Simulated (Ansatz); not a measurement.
Spectroscopic constants of SbO, multiplicity 4 (an upper state: multiplicity 2 came lower at CCSD(T)/def2-TZVPP on PBE0 minima). No spin–orbit coupling.

Seven points along R, fitted to fifth degree in 1/R; most abundant isotopes. Runs in def2 and cc sets follow the lowest solution found near the PBE0 minimum.

The values were computed with Ansatz (a first-principles code).  In def2 rows elements past Kr take small-core potentials, without spin–orbit coupling.

Energies at PBE0/def2-TZVPP:

| R (Å) | E (hartree) |
|---|---|
| 1.891681 | -315.31754839 |
| 1.942533 | -315.32261255 |
| 1.989317 | -315.32502343 |
| 2.042202 | -315.32568792 |
| 2.095088 | -315.32462968 |
| 2.156110 | -315.32177169 |
| 2.227302 | -315.31681589 |

Task: With a reduced mass of 14.1261 u, find the minimum, the force constant and the constants.

Result: A fifth-degree polynomial in 1/R puts the minimum at r_e = 2.0341 Å with force constant 278 N/m. Then ω_e = (1/2πc)√(k/μ) = 578 cm⁻¹ and B_e = h/(8π²cμr_e²) = 0.2884 cm⁻¹; the cubic and quartic terms give α_e = 0.0019 and ω_e x_e = 2.6 cm⁻¹.
